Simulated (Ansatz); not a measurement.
Coupled-cluster diagnostics for the cluster K3I2, Ansatz.

Geometry of the doublet (B3LYP-D4/def2-SVP):

```xyz
5

K    -0.458    1.711    1.795
K    -1.717   -0.406   -1.816
K     2.181   -1.278    0.059
I    -0.988   -1.638    1.277
I     0.982    1.612   -1.315
```

In the def2 sets I takes a core potential; there is no spin–orbit coupling. Correlated methods freeze 23 core orbitals; core or outer-core shells of K, I are correlated, in sets that lack core-valence functions. Another isomer (doublet) lies 0.03 eV lower at PBE0-D4/def2-TZVP; other spin states weren't run for this one.

Question: Estimate the CCSD(T) correlation energy, the shares of MP2 and (T), T1 and the reference's ⟨S²⟩ for: charge 0, doublet, own geometry in def2-SVP; and the rough time on 4 threads of Arm Neoverse V2 on a shared host.

Answer: 
| state | basis | correlation (eV) | MP2 share (%) | (T) share (%) | T1 | ⟨S²⟩ (pure) | wall time |
| --- | --- | --- | --- | --- | --- | --- | --- |
| charge 0, doublet, own geometry | def2-SVP | -11.800 | 92.5 | 1.5 | 0.012 | 0.75 (0.75) | 96 s |
Customary marks for T1 are 0.02 (closed shells), 0.045 (open shells) and about 0.05 (3d metals). T1 stays under 0.02 throughout.
